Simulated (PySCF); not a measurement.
FOS, SMILES O=[S]F, multiplicity 2. Atoms are numbered in the order given.

```xyz
3

O      0.5151    -1.2066     0.0000
S     -0.4566    -0.1200     0.0000
F      0.3538     1.2859     0.0000
```
Charge 0, spin multiplicity 2.

Geometry optimised at B3LYP-D3(BJ)/def2-TZVP. The isomer is the one that the SMILES or the coordinates give; other isomers of the formula were not compared.

These are TDA-PBE/def2-TZVPD in PySCF values and carry that method's errors.

Vertical excitations. The molecule is in vacuum.

Problem. List the lowest excited states. (An estimate is asked for; the answer gives what the named calculation found.)

Solution. 
```csv
state,energy (eV),λ (nm),f,main pairs
root 1,3.53,351,0.001,α HOMO→LUMO 99 %
root 2,4.25,291,0.002,β HOMO→LUMO 96 %
root 3,4.88,254,0.001,α HOMO→LUMO+1 95 %
root 4,5.47,227,0.004,β HOMO−2→LUMO 95 %
root 5,5.52,225,0.016,"α HOMO−1→LUMO 12 %, β HOMO−1→LUMO 82 %"
root 6,5.80,214,0.018,α HOMO→LUMO+2 98 %
root 7,6.25,198,0.000,"α HOMO−1→LUMO 42 %, β HOMO→LUMO+1 55 %"
root 8,6.37,194,0.014,α HOMO→LUMO+3 98 %
root 9,6.71,185,0.001,α HOMO→LUMO+4 99 %
root 10,7.08,175,0.006,α HOMO→LUMO+5 99 %
```
Unrestricted roots are not spin-pure.
